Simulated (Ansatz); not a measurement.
Ansatz (a program for electronic structure) input:
A basis named .json is the Basis Set Exchange file of that set.

Ansatz 0.2 input:
```yaml
crystal:
  periodic: [false, false, false]
  atoms:
    - {symbol: F, position_ang: [-0.16891606, 2.25152632, 0.44913245]}
    - {symbol: C, position_ang: [-0.13719675, 0.93763087, 0.18006761]}
    - {symbol: C, position_ang: [-1.33573644, 0.20830709, -0.09608280]}
    - {symbol: C, position_ang: [-0.99438585, -1.07706440, -0.32695215]}
    - {symbol: S, position_ang: [0.65945135, -1.44642476, -0.23109039]}
    - {symbol: C, position_ang: [1.01276546, 0.21309148, 0.14976592]}
    - {symbol: H, position_ang: [-2.32460875, 0.63879951, -0.10994198]}
    - {symbol: H, position_ang: [2.02095313, 0.54846964, 0.32440472]}
basis:
  gaussian:
    orbitals: def2-QZVPP.json
hamiltonian:
  xc: {name: PBE0}
magnetization: {spin_polarized: true, initial_magnetization: 1}
```

**Question.** Predict the final energy.

**Answer.** -651.27315 Eh (PBE0/def2-QZVPP). The basis has 415 functions.

It need not be the lowest isomer of its formula.
